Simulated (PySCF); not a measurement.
# Worked example: chemical shift, span and skew from a shielding tensor

C3HClF2, SMILES FC=C=C(F)Cl. Atoms are numbered in the order given.

```xyz
7

F     -2.7867    -0.7929    -0.3150
C     -1.8136    -0.0588    -0.8631
C     -0.5650    -0.1071    -0.4742
C      0.6890    -0.0983    -0.1080
F      1.6178    -0.8971    -0.6217
Cl     1.3437     0.9538     1.1044
H     -2.1845     0.5809    -1.6728
```

Coordinates come from a B3LYP-D3(BJ)/def2-SVP optimisation. The structure was generated by enumeration; whether it is a known compound was not checked.

GIAO shieldings from HF/pcSseg-1 run with PySCF, non-relativistic, no solvent. The symmetric part of the tensor of F1 has the principal values 273.8, 335.0, 421.7 ppm. The same nucleus in CFCl3 has σ = 238.5 ppm at this level (PySCF, at its B3LYP-D3(BJ)/def2-TZVP geometry). Without spin–orbit terms, shifts of atoms bonded to Cl or Br come out too high.

Question: Work out the isotropic shielding, the ¹⁹F shift against CFCl3, the span and the skew.

Answer: 
σ(iso) = (σ11 + σ22 + σ33)/3 = 343.5 ppm. δ = σ(ref) − σ(iso) = 238.5 − (343.5) = -105.0 ppm.
Span Ω = σ33 − σ11 = 147.9 ppm. Skew κ = 3(σ(iso) − σ22)/Ω = 0.17. Tumbling in solution averages the tensor to δ; in a static solid the shielding alone would spread this spin-1/2 line over Ω.
